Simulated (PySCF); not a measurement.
C3H5BN2O, SMILES B1(N)C=CN=CO1. The structure is a stationary point at PBE-D3(BJ)/def2-SVP. This is a generated structure with no PubChem entry under its InChIKey; it may be hypothetical. The values are those of a single conformer.

All values below come from PBE-D3(BJ)/def2-SVP (PySCF).

Harmonic wavenumbers (cm⁻¹): 145, 286, 300, 368, 467, 471, 531, 599, 691, 756, 799, 812, 905, 917, 985, 995, 1146, 1185, 1245, 1328, 1368, 1424, 1531, 1559, 1627, 3071, 3095, 3113, 3539, 3649. Rotational constants (GHz): 5.587, 2.577, 1.764; symmetry number 1.

Work out the zero-point energy and the ideal-gas rigid-rotor harmonic-oscillator thermochemistry at 298.15 K and 1 atm.

ZPE = ½ Σ hcν = ½ × 38908 cm⁻¹ = 232.72 kJ/mol. H − E(el) = 251.41 kJ/mol. Entropy in J/(mol K): translation 165.66, rotation 112.71, vibration 45.59, total 323.97. G − E(el) = 154.82 kJ/mol. Cp = 106.21 J/(mol K). Modes under 150 cm⁻¹ make the vibrational entropy uncertain.
